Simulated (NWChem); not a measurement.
Species: EDOT (C6H6O2S); SMILES c1scc2c1OCCO2

```xyz
15

C     -0.0683    -1.2426    -1.2554
S      0.0000     0.0000    -2.4420
C      0.0683     1.2426    -1.2554
C      0.0381     0.7163     0.0083
C     -0.0381    -0.7163     0.0083
O     -0.0839    -1.4348     1.1546
C      0.3216    -0.6855     2.2823
C     -0.3216     0.6855     2.2823
O      0.0839     1.4348     1.1546
H     -0.1230    -2.2933    -1.5312
H      0.1230     2.2933    -1.5312
H      0.0189    -1.2564     3.1713
H      1.4228    -0.5797     2.2905
H     -1.4228     0.5797     2.2905
H     -0.0189     1.2564     3.1713
```
Atoms are numbered in this order, from 1.

All runs: NWChem. Pople sets run with spherical d functions. Geometry: optimised at PBE0/def2-SVP. Not confirmed as a minimum by frequencies. Level: M05-2X/6-31G* with SMD (1 M gas to 1 M solution), gas-phase geometry.

```json
[
 {"solvent": "water", "dielectric constant": "78.4", "solvation free energy (kcal/mol)": "-4.6", "cavity-dispersion-structure term (kcal/mol)": "4.0", "dipole in solution (D)": "2.75"},
 {"solvent": "tetrahydrofuran", "dielectric constant": "7.43", "solvation free energy (kcal/mol)": "-7.3", "cavity-dispersion-structure term (kcal/mol)": "-1.9", "dipole in solution (D)": "2.76"},
 {"solvent": "ethanol", "dielectric constant": "24.9", "solvation free energy (kcal/mol)": "-7.1", "cavity-dispersion-structure term (kcal/mol)": "0.8", "dipole in solution (D)": "2.76"},
 {"solvent": "diethyl ether", "dielectric constant": "4.24", "solvation free energy (kcal/mol)": "-7.4", "cavity-dispersion-structure term (kcal/mol)": "-2.7", "dipole in solution (D)": "2.66"},
 {"solvent": "2-propanol", "dielectric constant": "19.3", "solvation free energy (kcal/mol)": "-7.2", "cavity-dispersion-structure term (kcal/mol)": "(withheld)", "dipole in solution (D)": "2.76"}
]
```

**Question.** Fill in the missing entries.

**Answer.** 
- 2-propanol, cavity-dispersion-structure term (kcal/mol): 0.4
